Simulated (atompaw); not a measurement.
An all-electron radial function and its pseudo partner (zinc (Zn))

Columns: radius, all-electron u(r) and pseudo u(r) of the 4p shell (level -1.80 eV) of zinc in the configuration [Ar] 3d10 4s1.5 4p0.5; LDA (PW92), scalar-relativistic, PAW (atompaw) scheme, atompaw 4.2.0.5.

| r (bohr) | all-electron | pseudo |
| --- | --- | --- |
| 0.096 | 0.0989 | 0.0022 |
| 0.192 | 0.0585 | 0.0089 |
| 0.288 | -0.0506 | 0.0199 |
| 0.385 | -0.1360 | 0.0350 |
| 0.481 | -0.1725 | 0.0536 |
| 0.577 | -0.1679 | 0.0753 |
| 0.673 | -0.1359 | 0.0996 |
| 0.769 | -0.0882 | 0.1260 |
| 0.865 | -0.0331 | 0.1538 |
| 0.962 | 0.0247 | 0.1829 |
| 1.058 | 0.0810 | 0.2120 |
| 1.154 | 0.1344 | 0.2409 |
| 1.250 | 0.1841 | 0.2691 |
| 1.346 | 0.2295 | 0.2964 |
| 1.442 | 0.2707 | 0.3223 |
| 1.538 | 0.3076 | 0.3467 |
| 1.635 | 0.3408 | 0.3696 |
| 1.731 | 0.3698 | 0.3904 |
| 1.827 | 0.3953 | 0.4094 |
| 1.923 | 0.4174 | 0.4266 |
| 2.019 | 0.4366 | 0.4421 |
| 2.115 | 0.4529 | 0.4559 |
| 2.212 | 0.4668 | 0.4681 |
| 2.308 | 0.4782 | 0.4786 |
| 2.404 | 0.4875 | 0.4875 |
| 2.500 | 0.4948 | 0.4948 |

Q: How many radial nodes do the two functions have?

A: The all-electron 4p function has n − l − 1 = 2; the pseudo-wave has 0, since the states of the same l below it are removed with the core.

Q: Is the pseudo-wave norm-conserving?

A: No, it belongs to a PAW set: the norm inside the radius is not constrained, and the difference is carried by the augmentation charge.
